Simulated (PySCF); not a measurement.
Mass spectrum arithmetic for `N[SiH2][SiH2]OC1=CCCC1`

Species: `[SiH2]([SiH2]OC1=CCCC1)N`.

All values are calculated from tables of isotopes.

**Question.** Molar mass and exact mass?

**Answer.** For C5H13NOSi2, with standard atomic weights, 1 × 14.007 + 2 × 28.085 + 1 × 15.999 + 5 × 12.011 + 13 × 1.008 = 159.335 g/mol. From the most abundant isotopes (14N, 28Si, 16O, 12C, 1H), 1 × 14.003074 + 2 × 27.976927 + 1 × 15.994915 + 5 × 12.000000 + 13 × 1.007825 = 159.0536 u.

**Question.** Work out the cluster of the molecular ion M+•, one line a nominal mass.

**Answer.** 
```
nominal mass  m/z (centroid)  relative intensity
         159        159.0530               100.0
         160        160.0539                16.1
         161        161.0507                 7.9
         162        162.0518                 0.8
         163        163.0489                 0.2
```

Cut off at 0.1 %. One electron mass, 0.00055 u, is taken off.

**Question.** Count the protons, neutrons and electrons of the monoisotopic species, and give its exact less its nominal mass.

**Answer.** 86 protons, 73 neutrons and 86 electrons; 159.0536 − 159 = +0.0536 u.

**Question.** What is the composition by mass?

**Answer.** N 8.79 %, Si 35.25 %, O 10.04 %, C 37.69 %, H 8.22 %.

**Question.** Double-bond equivalents and nitrogen rule?

**Answer.** (2 × 7 + 2 + 1 − 13)/2 = 2; the structure has 1 ring and 1 π bond. The nominal mass 159 is odd, with 1 nitrogen, as the rule says.

**Question.** What share of all molecules is the monoisotopic species?

**Answer.** 0.99632 × 0.922297^2 × 0.99757 × 0.9893^5 × 0.999885^13 = 80.00 %.

**Question.** Which m/z would the protonated, sodiated and deprotonated molecule have?

**Answer.** [M+H]+ 160.0608, [M+Na]+ 182.0428, [M−H]− 158.0463, for the monoisotopic species (arithmetic only; whether such ions form is another matter).
